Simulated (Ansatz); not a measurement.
Computed with Ansatz on PBE0-D4/def2-TZVP structures; ΔE is electronic, products minus reactants. CCSD(T)/CBS is the MP2 limit (def2-TZVPP, def2-QZVPP) plus CCSD(T) − MP2 in def2-TZVPP, frozen cores. This one scheme is used for every species, atoms too. Open shells (•) are unrestricted, without spin–orbit coupling. Spin–orbit coupling would lower the free atoms: strongly for In. def2 core potentials past Kr. For In outer-core shells are correlated without core-valence functions, so the limit isn't a true one: a few kJ/mol of doubt a bond, and 10 to 20 or more in all where bonds break to atoms.

`[NH2][InH]`• → 3 H• + In• + N•  (atomization)

`[NH2][InH]`•:

Z-matrix (Å, degrees):
```
N
In 1 2.036
H 1 1.011 2 120.0
H 1 1.009 2 120.8 3 143.3
H 2 1.761 1 116.4 3 25.8
```

```json
{"species": "`[NH2][InH]`•", "CCSD(T)/CBS(def2) energy (Eh)": "-246.28068"}
{"species": "H•", "CCSD(T)/CBS(def2) energy (Eh)": "-0.50000"}
{"species": "In•", "CCSD(T)/CBS(def2) energy (Eh)": "-189.78701"}
{"species": "N•", "CCSD(T)/CBS(def2) energy (Eh)": "-54.53257"}
```

Problem. Work out ΔE.

Solution. ΔE = 3 × (-0.50000) + (-189.78701) + (-54.53257) − (-246.28068) = 0.46110 Eh = +1210.6 kJ/mol.

Largest T1 diagnostic among the species: 0.019.

At CCSD(T), def2-SVP lies −119.5 kJ/mol from the extrapolated value and def2-TZVPP −42.4 kJ/mol: correlation converges slowly with the basis, and small sets miss more of it in the bonded molecule than in its fragments. The D4 term adds +10.3 kJ/mol with B3LYP and +5.2 kJ/mol with PBE0; it sums over pairs of atoms, weighted by their polarisabilities, and B3LYP, whose exchange is more repulsive, gets the larger term.

B3LYP here is the variant with VWN-RPA as its local correlation; programs differ in this.

For atomizations the MP2-based limit and the directly extrapolated one differ by several kJ/mol either way, and by 10 to 25 for some Ge, Se and Sn compounds, so smaller differences from it don't rank the levels.
